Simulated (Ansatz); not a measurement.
```yaml
crystal:
  periodic: [false, false, false]
  atoms:
    - {symbol: O, position_ang: [-0.652409, -3.106311, 0.534633]}
    - {symbol: Zn, position_ang: [-0.338782, -1.429267, 0.192995]}
    - {symbol: O, position_ang: [0.120507, -0.172093, 1.479370]}
    - {symbol: C, position_ang: [0.416787, 1.132429, 1.025298]}
    - {symbol: C, position_ang: [0.198087, 1.471007, -0.293272]}
    - {symbol: C, position_ang: [-0.201730, 0.588027, -1.570156]}
    - {symbol: O, position_ang: [-0.290863, -0.506884, -1.428747]}
    - {symbol: H, position_ang: [-0.546164, -3.571042, 1.476484]}
    - {symbol: H, position_ang: [0.628582, 1.862129, 1.738690]}
    - {symbol: H, position_ang: [0.378609, 2.546008, -0.440739]}
    - {symbol: H, position_ang: [-0.018959, 1.293366, -2.565198]}
basis:
  gaussian: {orbitals: def2-SVPD, final_grid: {core_spheres: 20, valence_spheres: 16, degree: 47}}
hamiltonian: {xc: {name: B2PLYP}}
relax: {f_tol: 0.001, max_steps: 1}
output: {forces: true}
```

```sh
$ ansatz run in.yaml --threads 4 --pin off --events-out ev --progress --plain --max-ram 11315MiB
```

Shortened log:

```
Functional definition: B2PLYP
2040 factors; integrals over basis functions are off by at most 4.4e-4 eV
mean field evaluation 1: about -57683.1044 eV, gradient 7.5e1 eV
mean field evaluation 2: about -57683.3278 eV, gradient 7.5e1 eV
mean field evaluation 4: about -57693.1056 eV, gradient 1.1e1 eV
mean field evaluation 8: about -57693.3828 eV, gradient 4.5e-1 eV
mean field evaluation 16: about -57693.3833 eV, gradient 4.4e-4 eV
mean field -57693.38331036 eV, -2120.1927306759 hartree, gradient 4.8e-6 eV, S^2 0.000000; 0 other end points of the search recorded, 0 dependent functions left out
11 core orbitals not correlated: weight in the atoms' cores, before any rotation towards them, 1.000 or more for the frozen orbitals, at most 0.000 for the correlated occupied ones
reference -57693.38350287 eV, -2120.1927377505 hartree; 27, 27 occupied and 157, 157 virtual orbitals, 2040 factors
second order -46.12723306 eV of doubles, -0.00000000 eV of singles
relax step   1: F+E_penalty+E_count = -57705.83766328 eV  Δ(F+E_penalty+E_count) = +0.000e0 eV  max|allowed force component| = 1.753e1 eV/Å  Δτ_max = 0.0000 Å  (51 SCF iters, accepted)
Error: geometry relaxation did not converge after 1 steps: max|allowed force component| = 1.75e1 eV/Å (threshold 1.0e-3). Raise `relax.max_steps` over both its present limit and 1, loosen `relax.f_tol`, or start from a geometry closer to equilibrium. Where this run's directory can be resumed (`checkpoint.write`), a resume goes on for up to `relax.max_steps` more
```

Question: What is wrong with this run?

Answer: The relaxation is allowed too few steps for its threshold. The calculation stopped without meeting its thresholds.
